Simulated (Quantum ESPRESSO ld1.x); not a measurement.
Question: These are the eigenvalues of the occupied orbitals of an atom or ion with whole-number occupations (hartree). Method: scalar-relativistic Kohn-Sham, BLYP, spin-unpolarised, spherical densities, point nucleus; computed with ld1.x of Quantum ESPRESSO 7.5.

| orbital | eigenvalue |
|---|---|
| 1s | -3333.7083 |
| 2s | -599.4999 |
| 2p | -512.7985 |
| 3s | -145.1909 |
| 3p | -120.4299 |
| 3d | -95.5951 |
| 4s | -33.8097 |
| 4p | -25.6994 |
| 4d | -16.4413 |
| 5s | -6.4387 |
| 4f | -6.2465 |
| 5p | -4.1596 |
| 5d | -1.6276 |
| 6s | -1.1267 |
| 6p | -0.7061 |

Which element is it, and in what charge state? The configuration may be excited.

Answer: Z = 83, bismuth, charge +2: Bi2+ in [Hg] 6p1. The list shows which subshells hold electrons but not how many an open one holds; the 1s level, -3333.7 hartree, gives Z - s = 81.7 by -(Z - s)^2/2, which with screening and relativity narrows Z to a few neighbours, and the depths of the outer levels then fix element, charge and occupations together.
